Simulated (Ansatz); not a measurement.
Reaction (ligand exchange at the Si–S bond): `N[SiH2][S][AlH2]` + `[SH][GeH3]` → `N[SiH2][S][GeH3]` + `[AlH2][SH]`

Gas-phase electronic energies from Ansatz, PBE0-D4/def2-TZVP geometries. CCSD(T)/CBS adds triple-zeta CCSD(T) − MP2 to the extrapolated MP2 energy (def2 sets, frozen cores). This one scheme is used for every species. Functionals use def2-TZVPP. For Ge outer-core shells are correlated without core-valence functions, which leaves a few kJ/mol of doubt a bond. Scalar relativity is left out up to krypton. One conformer a species, not always the lowest.

`N[SiH2][S][AlH2]`:

Cartesian coordinates in Å:
```
N 0.294 -1.624 -0.580
Si -0.150 -0.110 -1.240
S -1.448 1.141 -0.053
Al -0.140 1.389 1.663
H 1.029 -1.672 0.107
H -0.395 -2.344 -0.434
H 1.109 0.625 -1.505
H -0.925 -0.344 -2.480
H -0.659 2.244 2.885
H 1.286 0.696 1.638
```

`[SH][GeH3]`:

Z-matrix (Å, degrees):
```
Ge
S 1 2.224
H 1 1.536 2 110.4
H 1 1.533 2 104.8 3 119.2
H 1 1.536 2 110.4 3 -121.7
H 2 1.343 1 94.6 3 60.6
```

`N[SiH2][S][GeH3]`:

Z-matrix (Å, degrees):
```
Si
S 1 2.147
N 1 1.708 2 113.0
H 1 1.484 2 109.4 3 119.4
H 1 1.486 2 107.5 3 -120.8
Ge 2 2.223 1 97.0 3 165.2
H 3 1.008 1 120.3 2 -64.4
H 3 1.007 1 119.6 2 79.7
H 6 1.533 2 106.4 1 162.7
H 6 1.538 2 109.6 1 43.2
H 6 1.536 2 110.1 1 -77.4
```

`[AlH2][SH]`:

Cartesian coordinates in Å:
```
Al -0.357 -0.074 -0.540
S 0.578 1.018 1.100
H -1.205 0.778 -1.563
H -0.150 -1.639 -0.631
H 1.133 -0.083 1.633
```

| level | ΔE (kcal/mol) | difference from CCSD(T)/CBS |
| --- | --- | --- |
| BLYP-D4 | 0.2 | 0.3 |
| r2SCAN-D4 | 0.3 | 0.4 |
| CAM-B3LYP-D4 | 0.2 | 0.3 |
| ωB97X-V | 0.3 | 0.4 |
| PBE0 | 0.4 | 0.5 |
| BHLYP | 0.3 | 0.4 |
| MP2/def2-TZVPP | -0.1 | 0.0 |
| SCS-MP2/def2-TZVPP | 0.0 | 0.1 |
| CCSD/def2-TZVPP | 0.0 | 0.1 |
| HF/def2-QZVPP | 0.2 | 0.3 |
| CCSD(T)/CBS | -0.1 | 0 |

(1) What do rigid-rotor, harmonic-oscillator terms from PBE0-D4/def2-TZVP frequencies (298.15 K, 1 bar) make of the CCSD(T)/CBS value? (An estimate is asked.)

Largest T1 diagnostic among the species: 0.011.

## Answers

(1) The calculation gave: ΔZPE = -0.2 kcal/mol, ΔH = -0.2 kcal/mol, ΔS = 9 J/(mol·K), ΔG = -0.9 kcal/mol. Modes under 50 cm⁻¹ make the entropy rough.

Leaving LDA and LC-ωPBE aside and taking each functional with its dispersion term where it has one, the values, not all of them listed here, spread over 0.2 kcal/mol, from B2PLYP to PBE0-D4.
